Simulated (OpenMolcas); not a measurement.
Pd4+ among 6 point charges of -1 e arranged as a trigonal antiprism (D3d), with a polar angle of 57.5° against the regular 54.74°.

```
Program             : OpenMolcas
Method              : CASSCF
Basis               : ANO-RCC-VDZP [6s5p3d1f]
Scalar Hamiltonian  : DKH2, point nucleus
Active space        : 6 electrons in 5 orbitals (4d)
State averaging     : 2S+1 = 5 even, 5 roots; 2S+1 = 3 even, 45 roots; 2S+1 = 1 even, 50 roots
Spin-orbit coupling : state interaction with AMFI integrals over the reference wave functions
```

All point charges move together. At R = 1.83 Å the first state of the same spin is 1205 cm-1, and at R = 2.18 Å it is 726 cm-1.

Q: A third run gives 977.3 cm-1. What distance was it run at?

A: With a power law R^-n the two known points give n = -ln(726 / 1205) / ln(2.18 / 1.83) = 2.90. Then R = 1.83 × (1205 / 977.3)^(1/2.90) = 1.967 Å. The run was at 1.97 Å, so the estimate is off by -0.003 Å.

Without dynamic correlation the repulsion within the d shell is too large (B by tens of per cent), so at a given field states of lower spin stand too high. Point charges give a weaker field than real ligands, and real ions of this kind are as a rule low spin; the high spin found here belongs to the model. Spin-orbit coupling mixes the spin-free states strongly: the lowest level takes only 69 % from its leading state, 5A1 (figures for R = 1.83; the like holds for R = 1.97, R = 2.18). The ground term spreads over less than 5000 cm-1, several times less than with real ligands, so orbital moments are less quenched and χT lies further from the spin-only value than at real sites (holds for R = 1.97; R = 2.18). Point charges carry no covalency, so the field is a model and not that of real ligands. No measured value stands beside these numbers.
